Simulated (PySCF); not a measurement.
## From computed data to an observable: oscillator strength and radiative lifetime

In(NHMe)(OH)2 (CH6InNO2), SMILES C[NH][In]([OH])[OH].

Geometry: B3LYP-D3(BJ)/def2-SVP. The structure was generated by enumeration; whether it is a known compound was not checked. The def2 effective core potentials stand for the cores of In; spin–orbit coupling is left out. One conformer was computed; it need not be the lowest.

TDDFT-PBE/def2-SVPD run with PySCF puts the first singlet state with f over 0.02 at 4.73 eV (vertical), with the transition dipole (0.277, 0.250, 0.225) in atomic units.

Q: Find the oscillator strength, the wavelength and the radiative lifetime that this transition would have in vacuum if emission retraced absorption.

A: 
|μ|² = 0.1899 au, so |μ| = 1.11 D. ΔE = 4.73/27.211 = 0.1738 hartree. f = (2/3) ΔE |μ|² = 0.022 (the program prints 0.022).
λ = 1239.84/4.73 = 262 nm; ν = 38150 cm⁻¹.
Einstein's coefficient A = 0.6670 ν² f s⁻¹ (ν in cm⁻¹) = 2.1e7 s⁻¹, so τ = 1/A = 47 ns. This state is S3; the lower singlets have f = 0.017, 0.000. The figure is the radiative limit of this one transition; relaxation, internal conversion, crossing to triplets and a medium change what is measured.
